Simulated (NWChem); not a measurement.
**Electron attachment to FNa**

SMILES: [Na][F]
```xyz
2

Na     0.0000     0.0000    -0.8497
F      0.0000     0.0000     1.0385
```
Charge 0, spin multiplicity 1.

All runs are NWChem calculations. Structure: optimised with PBE0/def2-SVP, a minimum by its harmonic frequencies.

Basis set: def2-TZVPD. −ε marks an orbital energy of the parent. The basis adds only a small set of diffuse functions.

B3LYP has NWChem's definition, with VWN1-RPA local correlation. The structure started from a generated list of species.

Problem. One of these methods gave a vertical electron affinity of 0.31 eV. Which?
A. −ε(LUMO) of HF
B. −ε(LUMO) of B3LYP
C. −ε(LUMO) of PBE0
D. −ε(LUMO) of PBE

Solution. A, −ε(LUMO) of HF. The others give 1.73 (−ε(LUMO) of B3LYP), 1.37 (−ε(LUMO) of PBE0), 1.96 (−ε(LUMO) of PBE).
